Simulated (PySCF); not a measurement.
```xyz
6
charge 0 multiplicity 1, angstrom
Br    0.0000    0.0000   -0.0254
H     0.0000    0.0000    1.4086
H     1.6761    0.0000    0.1456
H     0.0000    1.6761    0.1456
H    -1.6761    0.0000    0.1456
H     0.0000   -1.6761    0.1456
```

These are results of PBE0 in PySCF with Br def2-TZVP, H def2-TZVP; no relativity; density-fitted integrals, not measurements.

This geometry of BrH₅ is a stationary point at this level.

Question: What is the point group?

Answer: C4v.

Question: Is it a minimum?

Answer: Yes: all harmonic wavenumbers are real.

Question: List the harmonic modes with their infrared intensities.

Answer: 
```
symmetry  ω (cm⁻¹)  IR (km/mol, summed over degenerate members)     type
      b2       493                                          0.0     bend
       e       879                                          193     bend
      b1      1053                                          0.0     bend
      a1      1085                                         68.8     bend
       e      1151                                          482     bend
       e      1400                                         3824  stretch
      a1      1539                                          0.0  stretch
      b1      1599                                          0.0  stretch
      a1      2424                                         19.8  stretch
```

Question: What is the atomisation energy, with and without zero-point energy?

Answer: 448 kJ/mol without, 358 kJ/mol with.

In C4v the vibrations span b2 + 3e + 2b1 + 3a1. The b1, b2 modes carry no infrared intensity, as symmetry demands.
